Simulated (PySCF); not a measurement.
C2H9AlN2O (SMILES C[NH][Al]([OH])[NH]C), singlet, geometry from GFN2-xTB (such geometries of metal compounds can be far from the true shape). Base run: CAMB3LYP/6-31G, polarisability (PySCF).

Input for PySCF:
```python
from pyscf import gto, scf, dft
from pyscf.prop import polarizability

mol = gto.M(
    atom='''
Al    0.146776    0.351999    0.275303
N    -1.325968   -0.580541   -0.134635
C    -2.683190   -0.463924    0.370861
H    -1.259757   -1.319121   -0.822556
H    -3.014173   -1.389069    0.856721
H    -3.393178   -0.225146   -0.429393
H    -2.715204    0.338338    1.106335
N     1.693394   -0.039845   -0.535086
C     2.028489   -1.035589   -1.534974
H     2.508151    0.506276   -0.280950
H     2.786746   -1.737238   -1.168275
H     2.407876   -0.573729   -2.453932
H     1.134728   -1.603461   -1.785511
O     0.109069    1.562765    1.382148
H     0.120397    2.264824    2.014167
''',
    basis='6-31g',
    charge=0,
    spin=0,
    verbose=3,
)

mf = dft.RKS(mol)
mf.xc = 'camb3lyp'
mf.kernel()
alpha = mf.Polarizability().polarizability()[2, 2]
print('alpha_zz =', alpha)
```

**Question.** The base was run again with changes. Order these runs by alpha_zz (bohr³), lowest first: basis = cc-pVDZ | basis = 6-31+G* | basis = STO-3G | functional = pbe0.

**Answer.** basis = STO-3G (alpha_zz (bohr³) 27.13), functional = pbe0 (alpha_zz (bohr³) 50.53), basis = cc-pVDZ (alpha_zz (bohr³) 54.59), basis = 6-31+G* (alpha_zz (bohr³) 58.98)

Finite-field rows take the second difference of the energy in a field along z; a small field with loose convergence shows SCF noise divided by the square of the field, and a large one adds hyperpolarisability.
